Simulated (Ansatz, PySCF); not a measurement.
Noncovalent pair: SiH4 (SMILES [SiH4]) (first 5 atoms) with C2H2 (SMILES C#C); geometry from B3LYP-D3(BJ)/def2-TZVP, rigid monomers moved along the line of their centres of mass till Si1···C6 is 3.33 Å.
(charge 0, multiplicity 1):
```xyz
9

Si     0.28503    -0.06825     0.05126
H      1.12560     1.00353     0.62741
H     -1.14375     0.22837     0.29483
H      0.63804    -1.36813     0.66243
H      0.52259    -0.13895    -1.41043
C      0.26038    -0.13845     3.38043
C     -0.84378     0.27929     3.18411
H      1.24120    -0.50972     3.55162
H     -1.82367     0.64976     3.00612
```

Counterpoise-corrected where a basis set is named; no monomer relaxation. Rows marked so take none.

Rows in 3-21G, 6-31G*, STO-3G carry no dispersion term and start afresh at each structure (6-31G* with six Cartesian d functions). MP2/6-31G* freezes PySCF's default core.

The values were computed with Ansatz (Gaussian orbitals); PySCF for 3-21G rows, 6-31G* rows, STO-3G rows, the dispersion terms. 

Task: One of these levels gives 5.4 meV for the interaction energy. Which?
A. PBE0-D3(BJ)/def2-TZVPPD
B. HF/3-21G (no counterpoise)
C. HF/STO-3G (no counterpoise)
D. MP2/6-31G* (no counterpoise)

Result: D, MP2/6-31G* (no counterpoise). The others give 86.0 (HF/STO-3G (no counterpoise)), 43.9 (HF/3-21G (no counterpoise)), -37.1 (PBE0-D3(BJ)/def2-TZVPPD)

Ansatz is a first-principles code.
